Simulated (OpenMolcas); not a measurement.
Os2+ among 3 point charges of -2 e arranged as a planar triangle (D3h).

```json
{
  "Program": "OpenMolcas 26.06",
  "Method": "CASSCF",
  "Basis": "ANO-RCC-VDZP [7s6p4d2f1g]",
  "Scalar Hamiltonian": "DKH2, point nucleus",
  "Active space": "6 electrons in 5 orbitals (5d)",
  "State averaging": "2S+1 = 5 even, 5 roots; 2S+1 = 3 even, 45 roots; 2S+1 = 1 even, 50 roots",
  "Spin-orbit coupling": "state interaction with AMFI integrals over the reference wave functions"
}
```

All point charges move together. At R = 2.05 Å the first state of the same spin is 10198 cm-1, and at R = 2.19 Å it is 7839 cm-1.

Q: A third run gives 5016 cm-1. What distance was it run at?

A: With a power law R^-n the two known points give n = -ln(7839 / 10198) / ln(2.19 / 2.05) = 3.98. Then R = 2.05 × (10198 / 5016)^(1/3.98) = 2.450 Å. The run was at 2.44 Å, so the estimate is off by +0.010 Å.

Without dynamic correlation the repulsion within the d shell is too large (B by tens of per cent), so at a given field states of lower spin stand too high. Point charges give a weaker field than real ligands, and real ions of this kind are as a rule low spin; the high spin found here belongs to the model. Point charges carry no covalency, so the field is a model and not that of real ligands. No measured value stands beside these numbers.
